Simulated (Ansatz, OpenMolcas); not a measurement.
# WO3 (tungsten trioxide): methods side by side

WO3: 4 atoms, total charge 0, spin state singlet. As SMILES, `[O]=[W](=[O])=[O]`. The shape is that of a PBE0-D4/def2-TZVP optimisation.

```xyz
4

O    -0.2375    0.2652    1.5550
W    -0.3664   -0.2837   -0.0652
O     1.0717   -1.1433   -0.4339
O    -0.4122    1.1015   -1.0763
```

Quantity: the energy change with the W2–O3 bond stretched from 1.716 to 2.230 Å, in eV. The values are calculated.

```tsv
level	kind	program	value (eV)
HF/def2-SVPD (core potential) (restricted)	Hartree–Fock	OpenMolcas	3.77
SVWN5/def2-SVPD (core potential) (restricted)	LDA	OpenMolcas	2.78
revPBE/def2-SVPD (core potential) (restricted)	GGA	OpenMolcas	2.38
r2SCAN/def2-SVPD (core potential) (restricted)	meta-GGA	OpenMolcas	2.79
BHLYP/def2-SVPD (core potential) (restricted)	global hybrid	Ansatz	3.32
CAM-B3LYP/def2-SVPD (core potential) (restricted)	range-separated hybrid	Ansatz	3.10
B2PLYP/def2-SVPD (core potential) (restricted)	double hybrid	OpenMolcas	2.28
CCSD(T)/def2-SVPD (core potential) (restricted)	coupled cluster or CI	Ansatz	2.20
```

The first shape isn't each level's own minimum. The values span 2.20 to 3.77 eV. The coupled-cluster rows rest on a doubtful reference here (large T1 or Brueckner and Hartree–Fock orbitals at odds), and rows may lie in different states.
